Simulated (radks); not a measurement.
Task: These are the eigenvalues of the occupied orbitals of an atom or ion with whole-number occupations (eV). Calculated with a radial shooting solver on a logarithmic mesh with Libxc functionals: scalar-relativistic Kohn-Sham, PBE, spin-unpolarised, spherical densities, finite nucleus; Fermi nuclear charge, rms radius of each element as measured or else 0.836 A^(1/3) + 0.57 fm.

1s: -25373.53
2s: -3774.799
2p: -3390.562
3s: -728.4477
3p: -602.2509
3d: -403.3702
4s: -137.2035
4p: -99.7890
4d: -45.0892
5p: -19.9535

Which element is it, and in what charge state? The configuration may be excited.

Result: Z = 47, silver, charge +2: Ag2+ in [Kr] 4d6 5p3. The list shows which subshells hold electrons but not how many an open one holds; the 1s level, -932.46 hartree, gives Z - s = 43.2 by -(Z - s)^2/2, which with screening and relativity narrows Z to a few neighbours, and the depths of the outer levels then fix element, charge and occupations together.
